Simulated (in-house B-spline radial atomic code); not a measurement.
RPA and G0W0 for the xenon ion Xe⁸⁺, [Kr] 4d10, as one setting changes: the highest l of the empty states. Start: r2SCAN. A dash marks a level of low quasi-particle weight. Computed with an all-electron radial atomic-structure program (B-spline basis): all electrons, scalar-relativistic (spin-free one-electron X2C), finite nucleus, each spin shell either full or empty, empty states to the listed l with an (l + 1/2)⁻⁴ tail; G0W0 by contour deformation at full frequency.

```csv
highest l of the empty states,RPA summed (Eh),RPA extrapolated (Eh),G0W0 level (eV)
4,-3.0876,-3.6744,4d -180.20
5,-3.3566,-3.7313,4d -180.58
6,-3.4895,-3.7177,4d -180.58
7,-3.5608,-3.7066,4d -180.62
8,?,?,?
9,?,?,?
10,-3.637,-3.6805,4d -180.58
11,-3.6464,-3.6781,4d -180.58
```

Question: What belongs in the row for 9?

Answer: RPA summed (Eh): -3.6226; RPA extrapolated (Eh): -3.6846; G0W0 level (eV): 4d -180.59.

Question: What belongs in the row for 8?

Answer: RPA summed (Eh): -3.5997; RPA extrapolated (Eh): -3.6919; G0W0 level (eV): 4d -180.60.
